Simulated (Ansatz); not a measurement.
Ansatz (a first-principles code) input:

Ansatz 0.2 input:
```yaml
crystal:
  periodic: [false, false, false]
  atoms:
    - {symbol: F, position_ang: [-0.33331621, 1.41870965, 0.76257341]}
    - {symbol: C, position_ang: [-0.15388343, 0.38035234, -0.09532345]}
    - {symbol: F, position_ang: [-0.56553872, 0.80298230, -1.31937120]}
    - {symbol: C, position_ang: [1.22207737, -0.28113622, -0.05316694]}
    - {symbol: O, position_ang: [0.61602590, -1.52262589, 0.38159868]}
    - {symbol: C, position_ang: [-0.71919998, -0.96182148, 0.36467551]}
    - {symbol: H, position_ang: [1.71110999, -0.37338828, -1.02393345]}
    - {symbol: H, position_ang: [1.90247041, 0.13399508, 0.69167015]}
    - {symbol: H, position_ang: [-1.17734831, -0.94590585, 1.35457337]}
    - {symbol: H, position_ang: [-1.36870873, -1.45328921, -0.36103024]}
basis:
  gaussian:
    orbitals: aug-cc-pVDZ
magnetization: {spin_polarized: false}
correlation: {method: ccsd_t, electrons: outside_noble_gas}
output: {forces: true}
```

Question: Which total energy does the run end on?

Answer: -390.76263 Eh (CCSD(T)/aug-cc-pVDZ). The basis has 174 functions.
